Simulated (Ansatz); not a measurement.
Reaction (ligand exchange at the Al–F bond): `[F][Al]([F])[F]` + H₂S → `[F][Al]([F])[SH]` + H–F

Calculated with Ansatz (gas phase, PBE0-D4/def2-TZVP geometries, no zero-point term in ΔE). CCSD(T)/CBS adds triple-zeta CCSD(T) − MP2 to the extrapolated MP2 energy (def2 sets, frozen cores). This one scheme is used for every species. Functionals use def2-TZVPP. B3LYP here is the variant with VWN-RPA as its local correlation; programs differ in this. One conformer a species, not always the lowest.

| level | ΔE (kJ/mol) |
| --- | --- |
| r2SCANh-D4 | 60.3 |
| r2SCAN | 61.8 |
| B3LYP | 69.0 |
| MP2/def2-SVP | 72.0 |

Question: What does CCSD(T)/CBS give? (Estimate.)

Answer: Ansatz gave: +61.8 kJ/mol. The listed levels differ from it by -1.5, 0.0, 7.2, 10.2 kJ/mol.

Largest T1 diagnostic among the species: 0.013.

Leaving LDA and LC-ωPBE aside and taking each functional with its dispersion term where it has one, the values, not all of them listed here, spread over 17.5 kJ/mol, from HSE06-D4 to CAM-B3LYP-D4. LDA lies −3.3 kJ/mol from PBE without D4. In def2-TZVPP, CCSD(T) changes the Hartree–Fock value by −10.3 kJ/mol (the triples alone add −2.8 kJ/mol) and MP2 by −11.4 kJ/mol. The D4 term adds −4.8 kJ/mol with B3LYP and −2.6 kJ/mol with PBE0; it sums over pairs of atoms, weighted by their polarisabilities, and B3LYP, whose exchange is more repulsive, gets the larger term.
